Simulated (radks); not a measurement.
Values are calculated unless marked as measured or tabulated.
Ionisation of the tin ion Sn3+, [Kr] 4d10 5s1, to Sn4+, [Kr] 4d10, under several functionals. Scalar-relativistic Kohn-Sham, spin-polarised, spherical densities, finite nucleus; open shells are filled with parallel spins first (spin-orbit coupling, left out, can overturn this in heavy ions); a radial shooting solver on a logarithmic mesh with Libxc functionals.

| functional | E(Sn3+) (hartree) | Exc (hartree) | IE (eV) | -e(HOMO) (eV) | <r> HOMO (bohr) | IE error (eV) |
|---|---|---|---|---|---|---|
| LDA (Slater exchange, Perdew-Wang correlation) | -6169.77632 | -158.58434 | 41.828 | 36.929 | 2.105 | +1.088 |
| PBEsol | -6172.39733 | -161.23299 | 41.376 | 36.568 | 2.110 | +0.636 |
| revPBE | -6175.39621 | -164.26702 | 41.207 | 36.350 | 2.118 | +0.467 |
| SOGGA | -6172.03784 | -160.87288 | 41.247 | 36.423 | 2.113 | +0.507 |
| LDA (Slater exchange, VWN5 correlation) | -6169.79685 | -158.60520 | 41.835 | 36.938 | 2.105 | +1.095 |
| XLYP | -6176.31699 | -165.17453 | 41.666 | 36.596 | 2.121 | +0.926 |
| B86b exchange with PBE correlation | -6175.85456 | -164.72428 | 41.433 | 36.535 | 2.117 | +0.693 |
| RPBE | -6175.48938 | -164.36155 | 41.207 | 36.308 | 2.121 | +0.467 |
| exchange-only PBE | -6172.58882 | -161.41089 | 40.792 | 35.831 | 2.139 | +0.052 |
| AM05 | -6170.04775 | -158.86975 | 41.340 | 36.554 | 2.108 | +0.600 |
| exchange-only B88 | -6173.33429 | -162.16750 | 40.704 | 35.869 | 2.131 | -0.036 |

NIST Atomic Spectra Database: 40.74 eV (measured). Closest: exchange-only B88. The Delta-SCF values span 1.13 eV, the total energies 6.54 hartree. The highest occupied level is 5s.
